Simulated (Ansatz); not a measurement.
Compare A (`C[SiH2]O[SiH2]N`) with its isomer B (`C[SiH2][SiH](N)O`).

Calculated with Ansatz (gas phase, PBE0-D4/def2-TZVP geometries, no zero-point term in ΔE). CCSD(T)/CBS is the MP2 limit (def2-TZVPP, def2-QZVPP) plus CCSD(T) − MP2 in def2-TZVPP, frozen cores. Functionals use def2-TZVPP. B3LYP here is the variant with VWN-RPA as its local correlation; programs differ in this. One conformer a species, not always the lowest.

Question: Which isomer does CCSD(T)/CBS put lower? Give the gap. (Estimate.)

Answer: Computed: A, by 123.0 kJ/mol.

Question: Give E(B) − E(A) in kJ/mol with CCSD(T)/def2-TZVPP, B3LYP, ωB97M-V, PBE0-D4, MP2/def2-TZVPP, PBE-D4, HF/def2-TZVPP. (Estimate.)

Answer: The calculation gave: CCSD(T)/def2-TZVPP 123.6, B3LYP 123.5, ωB97M-V 125.0, PBE0-D4 105.2, MP2/def2-TZVPP 130.0, PBE-D4 95.3, HF/def2-TZVPP 152.0. None reverses the order clearly.

Largest T1 diagnostic: 0.011.

From PBE to PBE0 (25 % exact exchange), in def2-TZVPP and without D4, E(B) − E(A) moves by +9.8 kJ/mol. In def2-TZVPP, CCSD(T) changes the Hartree–Fock value by −28.3 kJ/mol (the triples alone add −4.0 kJ/mol) and MP2 by −22.0 kJ/mol.
